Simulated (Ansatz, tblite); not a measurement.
Potential energy curve for C₂, singlet.

- GFN2-xTB, 300 K electronic temperature (tblite)
- FCI = full CI/cc-pVDZ, frozen core (Ansatz, a program for electronic structure)

Energies relative to the lowest point of each curve near equilibrium, in kJ/mol:

| R / Å | GFN2-xTB |
|---|---|
| 0.99 | 256.6 |
| 1.08 | 46.4 |
| 1.13 | 5.6 |
| 1.17 | 0.0 |
| 1.28 | 66.5 |
| 1.45 | 281.8 |
| 1.55 | 423.6 |
| 1.71 | 578.4 |
| 2.06 | 796.5 |
| 2.22 | 882.9 |
| 2.77 | 1087.4 |
| 3.05 | 1142.1 |

### Question
Predict the corresponding FCI column.

### Answer
0.99: 523.5; 1.08: 197.6; 1.13: 96.6; 1.17: 46.0; 1.28: 0.0; 1.45: 75.4; 1.55: 149.1; 1.71: 244.7; 2.06: 396.8; 2.22: 447.5; 2.77: 527.3; 3.05: 537.9 (kJ/mol).

The scan ran from 0.92 to 4.98 Å; beyond the distances shown full CI changes its symmetry label. Also computed but left out beside FCI, since their determinant holds another spin at the minimum (<S²> over 0.7 above the pure value): UHF, UMP2, UCCSD, UCCSD(T), UCCSDT, UCCSDT(Q), UKS-BLYP, UKS-PBE0, UKS-PBE, UKS-B3LYP/6-31G*, UKS-LDA (SVWN5)/6-31G*, UKS-BP86/6-31G*, UKS-B3LYP/3-21G.
